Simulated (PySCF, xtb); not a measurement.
Se(SH)(SeH) (H2SSe2), SMILES S[Se][SeH].

GFN2-xTB in xtb at its own geometry gives an orbital gap of 3.45 eV and a dipole moment of 0.40 D.

Geometry optimised at r2SCAN-D4/def2-SVP. The values are those of a single conformer.

Task: What does PBE/def2-TZVPD (PySCF) give? (Estimate from the structure and the level; the computed values follow.)

Result: gap 3.23 eV (levels -6.11 and -2.88 eV), dipole 0.38 D.
